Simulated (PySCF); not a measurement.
CH7FOSi2, SMILES C[Si@@H](F)O[SiH3].

Coordinates come from a B3LYP-D3(BJ)/def2-SVP optimisation. The structure was generated by enumeration; whether it is a known compound was not checked. One conformer was computed; it need not be the lowest.

Two levels are set side by side: TDA-PBE/def2-SVPD (PySCF) and TDA-M06-2X/def2-SVPD (PySCF). Vertical, same geometry. The lowest singlet is HOMO→LUMO 99 % with PBE and HOMO→LUMO 59 %, HOMO→LUMO+1 15 % with the other functional; states are paired by order. Differences are taken from unrounded values.

```csv
quantity,TDA-PBE
lowest singlet excitation (eV),6.56
lowest triplet excitation (TDA) (eV),6.32
```

Q: These are the TDA-PBE values. What does TDA-M06-2X give? (An estimate is asked for; the answer gives what the named calculation found.)

A: 
```
quantity                              TDA-M06-2X  TDA-PBE minus TDA-M06-2X
------------------------------------  ----------  ------------------------
lowest singlet excitation (eV)              7.69                     -1.13
lowest triplet excitation (TDA) (eV)        7.38                     -1.06
```

A lower first singlet is the usual sign of a functional without exact exchange. Differences between two approximate levels are no errors against the true value.

Rough cost on one machine, each run with all the roots and properties that it gave: TDA-M06-2X against TDA-PBE about 9 times.
